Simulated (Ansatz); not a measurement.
Gas-phase electronic energies from Ansatz, PBE0-D4/def2-TZVP geometries. CBS: MP2 limit from def2 TZ/QZ plus the TZ coupled-cluster correction, frozen cores. This one scheme is used for every species. Functionals use def2-TZVPP. B3LYP here is the variant with VWN-RPA as its local correlation; programs differ in this. For Ge outer-core shells are correlated without core-valence functions, which leaves a few kJ/mol of doubt a bond. Scalar relativity is left out up to krypton. One conformer a species, not always the lowest.

Consider the redistribution: `FB(F)S` + `CO[C]1=[CH][GeH2]1` → `COB(F)S` + `F[C]1=[CH][GeH2]1`.

```csv
level,ΔE (eV)
r2SCAN-D4,0.51
B3LYP-D4,0.49
ωB97M-V,0.47
PBE,0.48
B3LYP,0.46
CCSD(T)/def2-TZVPP,0.52
HF/def2-QZVPP,0.47
CCSD/CBS(def2),0.50
```

Task: What does CCSD(T)/CBS give? (Best estimate.)

Result: Computed: +0.51 eV. The listed levels differ from it by 0.00, -0.02, -0.04, -0.03, -0.05, 0.01, -0.04, -0.01 eV.

Largest T1 diagnostic among the species: 0.014.

In def2-TZVPP, CCSD(T) changes the Hartree–Fock value by +0.05 eV (the triples alone add +0.01 eV) and MP2 by +0.11 eV.
